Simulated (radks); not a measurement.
The numbers below are computed, except where a source is named.
All-electron atom: Mn in [Ar] 3d5 4s1.5 4p0.5 (fractional occupations, a model configuration). Level of theory: scalar-relativistic Kohn-Sham, PBEsol, spin-polarised, spherical densities, point nucleus; open shells are filled with parallel spins first (a radial shooting solver on a logarithmic mesh with Libxc functionals).

Unscreened Slater integrals over Kohn-Sham orbitals (hartree). They are taken over the spin-up orbitals.

\begin{tabular}{lr}
integral & value \\ \hline
F0(4p,4p) & 0.22033 \\
F2(4p,4p) & 0.11169 \\
F0(4p,4s) & 0.25234 \\
G1(4p,4s) & 0.15346 \\
F0(4p,3d) & 0.29052 \\
F2(4p,3d) & 0.057218 \\
G1(4p,3d) & 0.026904 \\
G3(4p,3d) & 0.020701 \\
F0(4p,3p) & 0.29549 \\
F2(4p,3p) & 0.041384 \\
G0(4p,3p) & 0.0093573 \\
G2(4p,3p) & 0.010543 \\
F0(4s,4s) & 0.30474 \\
F0(4s,3d) & 0.38537 \\
G2(4s,3d) & 0.051238 \\
F0(4s,3p) & 0.39627 \\
G1(4s,3p) & 0.022243 \\
F0(3d,3d) & 0.78921 \\
F2(3d,3d) & 0.35652 \\
F4(3d,3d) & 0.22023 \\
F0(3d,3p) & 0.88019 \\
F2(3d,3p) & 0.40858 \\
G1(3d,3p) & 0.50713 \\
G3(3d,3p) & 0.30503 \\
F0(3p,3p) & 1.0005 \\
F2(3p,3p) & 0.49968 \\
\end{tabular}

Derived for the open shells (J is the average intra-shell exchange parameter used in DFT+U). 3d: Racah B = F2/49 - 5 F4/441 = 0.004779 hartree, C = 35 F4/441 = 0.01748 hartree, C/B = 3.66, F4/F2 = 0.618, J = (F2 + F4)/14 = 0.04120 hartree. 4p: J = F2/5 = 0.02234 hartree.
